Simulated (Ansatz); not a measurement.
The cluster Na3Cl3⁻. The state is a doublet with charge -1. Geometry PBE-D4/def2-SVPD; atoms count from 1.

| atom | x (Å) | y (Å) | z (Å) |
| --- | --- | --- | --- |
| Na1 | -1.1743 | -0.6007 | 0.4081 |
| Na2 | 1.7514 | 0.6336 | 1.3360 |
| Na3 | 0.5768 | 0.5679 | -2.1452 |
| Cl4 | -1.2606 | -1.2904 | -2.1031 |
| Cl5 | -0.1799 | 1.8936 | 0.0247 |
| Cl6 | 0.2865 | -1.2040 | 2.4795 |

The highest occupied level of the charge -1 doublet lies above zero (up to 0.08 eV). It is a level of α spin, whose loss leaves a singlet; that state wasn't run at this geometry and level. The electron is either unbound and held by the finite basis, or the level is raised by self-interaction error. The structure comes from a short search, and lower isomers may exist.

(1) Estimate the Mulliken populations from the PBE0/def2-TZVPD orbitals of Ansatz.

(2) Where does the spin sit?

(3) And the Mayer bond orders between bonded heavy atoms (over 0.3)?

Results:

(1) 
```csv
atom,charge (e),spin (α − β)
Na1,0.74,0.07
Na2,0.33,0.52
Na3,0.33,0.52
Cl4,-0.84,-0.01
Cl5,-0.73,-0.10
Cl6,-0.84,-0.01
```
Mulliken values and Mayer orders depend strongly on the basis. With diffuse functions, as here, like atoms can get unlike values, and bond orders can come out too low or too high.

(2) Summed by element: Na 1.12, Cl -0.12, of 1 unpaired in all. Largest on single atoms: Na3 0.52, Na2 0.52, Cl5 -0.10.

(3) Na2–Na3 0.55 (3.67 Å).
